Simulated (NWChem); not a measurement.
A series in which one site is exchanged, each optimised at PBE0/def2-SVP with NWChem, gas phase unless a solvent is named. Some are not confirmed as minima by frequencies. def2 effective core potentials on Sb; no spin-orbit coupling.

A: [Cl][Sb]([Cl])[Cl] (SbCl₃; site = Cl)
B: [Cl][Sb]([Cl])[Br] (SbBrCl2; site = Br)
C: [Cl][Sb]([F])[Cl] (SbCl$_{2}$F; site = F)
D: [Cl][SbH][Cl] (SbHCl2; site = H)

| quantity | A | B | C | D |
|---|---|---|---|---|
| dipole (D), PBE0/def2-SVP | 2.92 | 2.76 | (withheld) | 2.93 |
| vertical ionisation energy, ΔSCF, PBE0/def2-SVP (eV) | 10.50 | 10.27 | (withheld) | 10.02 |
| static polarisability, PBE0/def2-SVPD (bohr³) | 84.4 | 93.4 | (withheld) | 71.0 |
| lowest singlet excitation, PBE0/def2-SVPD, TDA (eV) | 5.48 | 5.01 | (withheld) | 4.74 |

Q: Fill in the missing entries.

A: 
- dipole (D), PBE0/def2-SVP, C: 3.26
- vertical ionisation energy, ΔSCF, PBE0/def2-SVP (eV), C: 10.88
- static polarisability, PBE0/def2-SVPD (bohr³), C: 68.5
- lowest singlet excitation, PBE0/def2-SVPD, TDA (eV), C: 5.76
